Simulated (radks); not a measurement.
Values are calculated unless marked as measured or tabulated.
Valence configurations of Fe II (all share [Ar]). Level of theory: Dirac Kohn-Sham, PBE, spin-unpolarised, spherical densities, point nucleus; open shells fill j = l - 1/2 first (a radial shooting solver on a logarithmic mesh with Libxc functionals). Order these by energy: 3d7; 3d4.5 4s2 4p0.5; 3d6 4p1; 3d6 4s0.5 4p0.5; 3d5 4s1.5 4p0.5; 3d5.5 4s1 4p0.5; 3d6 4s1; 3d5.5 4s1.5; 3d5 4s2; 3d3 4s2 4p2.

Answer. From the lowest, in eV above it: 3d7 0.000; 3d6 4s1 2.012; 3d5.5 4s1.5 4.224; 3d6 4s0.5 4p0.5 4.494; 3d5.5 4s1 4p0.5 6.841; 3d6 4p1 7.007; 3d5 4s2 7.394; 3d5 4s1.5 4p0.5 10.151; 3d4.5 4s2 4p0.5 14.537; 3d3 4s2 4p2 45.514. NIST lists [Ar] 3d6 4s1 as the ground configuration; this level of theory puts 3d7 lower, by 2.012 eV. The energies are those of spherical spin-averaged densities, not of single terms.
